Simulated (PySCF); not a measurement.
## Spin states of PbN⁺

Unrestricted PBE0; Pb def2-SVP with ECP60, N def2-SVP; scalar-relativistic core potentials (PySCF 2.14). Outer shells of the fragments: Pb+ 5d10 6s2 6p1; N 2s2 2p3.

Followed along the bond (rough minima from three points):

| 2Ms+1 | unpaired | ⟨S²⟩ at the start | R at minimum (Å) | Te (eV) |
| --- | --- | --- | --- | --- |
| 3 | π ↑↑ | 2.01 | 2.25 | 0.00 |
| 3 | σ ↑, π ↑ | 2.18 | 2.15 | 0.51 |
| 1 | π ↑↓ | 1.00 | 2.23 | 0.55 |
| 1 | σ ↓, π ↑ | 1.01 | 2.10 | 1.08 |
| 5 | σ ↑, π ↑↑↑ | 6.01 | none in the scan | ≤ 1.23 |

Solutions found at the starting distance of 2.150 Å, counted from the lowest of them; the search is not exhaustive and high or unbound solutions are not listed, so other states can lie among these:

```json
{"2Ms+1": "3", "unpaired": "π ↑↑", "term": "³Σ⁻", "E (eV)": "0.00", "⟨S²⟩": "2.01", "⟨Lz²⟩": "0.00", "μ (D)": "-1.84"}
{"2Ms+1": "3", "unpaired": "σ ↑, π ↑", "term": "³Π", "E (eV)": "0.46", "⟨S²⟩": "2.18", "⟨Lz²⟩": "1.00", "μ (D)": "-1.88"}
{"2Ms+1": "1", "unpaired": "π ↑↓", "term": "mixed", "E (eV)": "0.54", "⟨S²⟩": "1.00", "⟨Lz²⟩": "2.00", "μ (D)": "-1.78"}
{"2Ms+1": "1", "unpaired": "σ ↓, π ↑", "term": "mixed", "E (eV)": "1.04", "⟨S²⟩": "1.01", "⟨Lz²⟩": "1.04", "μ (D)": "-2.39"}
{"2Ms+1": "5", "unpaired": "σ ↑, π ↑↑↑", "term": "⁵Π", "E (eV)": "1.98", "⟨S²⟩": "6.01", "⟨Lz²⟩": "1.00", "μ (D)": "1.29"}
{"2Ms+1": "1", "unpaired": "none", "term": "mixed", "E (eV)": "2.04", "⟨S²⟩": "0.00", "⟨Lz²⟩": "2.00", "μ (D)": "-1.49"}
{"2Ms+1": "1", "unpaired": "none", "term": "¹Σ⁺", "E (eV)": "3.01", "⟨S²⟩": "0.00", "⟨Lz²⟩": "0.00", "μ (D)": "-3.04"}
{"2Ms+1": "3", "unpaired": "σ ↑, π ↑↑↓", "term": "mixed", "E (eV)": "3.11", "⟨S²⟩": "3.01", "⟨Lz²⟩": "3.01", "μ (D)": "1.13"}
{"2Ms+1": "3", "unpaired": "σ ↓, π ↑↑↑", "term": "mixed", "E (eV)": "3.11", "⟨S²⟩": "3.01", "⟨Lz²⟩": "1.00", "μ (D)": "1.12"}
{"2Ms+1": "1", "unpaired": "σ ↑, π ↑↓↓", "term": "mixed", "E (eV)": "3.25", "⟨S²⟩": "2.01", "⟨Lz²⟩": "3.01", "μ (D)": "1.22"}
{"2Ms+1": "5", "unpaired": "σ ↑↑, π ↑↑", "term": "⁵Σ⁻", "E (eV)": "4.42", "⟨S²⟩": "6.00", "⟨Lz²⟩": "0.00", "μ (D)": "1.88"}
{"2Ms+1": "3", "unpaired": "π ↑↑", "term": "mixed", "E (eV)": "4.78", "⟨S²⟩": "2.00", "⟨Lz²⟩": "2.01", "μ (D)": "-0.28"}
{"2Ms+1": "3", "unpaired": "π ↑↑", "term": "mixed", "E (eV)": "5.01", "⟨S²⟩": "2.00", "⟨Lz²⟩": "2.00", "μ (D)": "2.70"}
{"2Ms+1": "3", "unpaired": "π ↑↑", "term": "mixed", "E (eV)": "5.01", "⟨S²⟩": "2.00", "⟨Lz²⟩": "2.00", "μ (D)": "-0.37"}
```

A term symbol is given only where ⟨S²⟩ and ⟨Lz²⟩ are close to those of a pure state; real π, δ and φ orbitals otherwise mix terms. A positive dipole points towards N; it is taken about the centre of mass and depends on that origin.

**Question.** Compare the gap between the two lowest followed solutions at the starting distance with the gap between their minima.

**Answer.** At PBE0 the second solution (triplet, unpaired electrons σ ↑, π ↑) lies +0.46 eV from the first (triplet, unpaired electrons π ↑↑) at 2.150 Å and +0.51 eV at the minima; the two curves relax by different amounts, since their minima lie near 2.15 and 2.25 Å.

These are scalar-relativistic numbers at best; spin–orbit coupling would shift them, the dissociation energy most. Counting both spins, an empty level lies below a filled one in some of these solutions, because spin and occupation are held.
